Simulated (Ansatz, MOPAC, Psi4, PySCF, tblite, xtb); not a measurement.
Dimer C2H6 ··· COS (SMILES CC and O=C=S) at R = 4.37 Å between the centres of mass, closest contact 3.02 Å (a higher rigid-body minimum at GFN2-xTB). Geometry in Å and degrees:

```
C
H 1 1.0918
H 1 1.0918 2 107.56
H 1 1.0918 2 107.56 3 115.60
C 1 1.5263 2 111.32 3 -122.20
H 5 1.0918 1 111.32 2 180.00
H 5 1.0918 6 107.56 1 122.20
H 5 1.0918 6 107.56 7 115.60
O 2 3.0246 1 133.86 3 -87.50
C 9 1.1555 2 83.13 1 -1.86
S 10 1.5622 2 104.81 1 -1.45
```

- GFN2-xTB (tblite)
- SAPT0/jun-cc-pVDZ, frozen core (Psi4)
- revPBE/def2-TZVP, counterpoise-corrected (Psi4)
- revPBE-D3(BJ)/def2-TZVP, counterpoise-corrected (Psi4)
- PBE/def2-TZVP, counterpoise-corrected (Psi4)
- PBE-D3(BJ)/def2-TZVP, counterpoise-corrected (Psi4)
- RHF/aug-cc-pVDZ, counterpoise-corrected (Ansatz, a quantum-chemistry and plane-wave program)
- MP2/aug-cc-pVDZ = Ansatz with MP2 on RHF/aug-cc-pVDZ, frozen core, counterpoise-corrected
- CCSD/aug-cc-pVDZ = Ansatz with CCSD on RHF/aug-cc-pVDZ, frozen core, counterpoise-corrected
- CCSD(T)/aug-cc-pVDZ = CCSD(T) on RHF/aug-cc-pVDZ, frozen core, counterpoise-corrected (Ansatz)
- RHF/aug-cc-pVTZ, counterpoise-corrected (Ansatz)
- MP2/aug-cc-pVTZ = Ansatz with MP2 on RHF/aug-cc-pVTZ, frozen core, counterpoise-corrected
- AM1, restricted, heats of formation (MOPAC)
- PM3, restricted, heats of formation (MOPAC)
- GFN1-xTB (xtb)
- RKS-B3LYP/6-31G* = restricted B3LYP/6-31G*, spherical d, no counterpoise correction in PySCF 2.14.0
- RKS-LDA (SVWN5)/6-31G* = restricted LDA (SVWN5)/6-31G*, spherical d, no counterpoise correction (PySCF 2.14.0)
- RKS-B3LYP/LANL2DZ = restricted B3LYP/LANL2DZ, with its core potentials past Ne, no counterpoise correction (PySCF 2.14.0)
- RHF/6-31G* = restricted Hartree-Fock/6-31G*, spherical d, no counterpoise correction (PySCF)

**Question.** What interaction energy does each level give?

**Answer.** 
| method | E_int / kcal/mol |
|---|---|
| RKS-LDA (SVWN5)/6-31G* | -1.71 |
| PBE-D3(BJ)/def2-TZVP | -1.03 |
| revPBE-D3(BJ)/def2-TZVP | -1.00 |
| GFN2-xTB | -0.97 |
| MP2/aug-cc-pVTZ | -0.96 |
| GFN1-xTB | -0.81 |
| MP2/aug-cc-pVDZ | -0.76 |
| CCSD(T)/aug-cc-pVDZ | -0.68 |
| CCSD/aug-cc-pVDZ | -0.44 |
| SAPT0/jun-cc-pVDZ | -0.41 |
| PBE/def2-TZVP | -0.04 |
| RKS-B3LYP/6-31G* | 0.08 |
| RKS-B3LYP/LANL2DZ | 0.27 |
| AM1 | 0.45 |
| RHF/6-31G* | 0.49 |
| PM3 | 0.57 |
| RHF/aug-cc-pVTZ | 0.82 |
| RHF/aug-cc-pVDZ | 0.83 |
| revPBE/def2-TZVP | 0.90 |
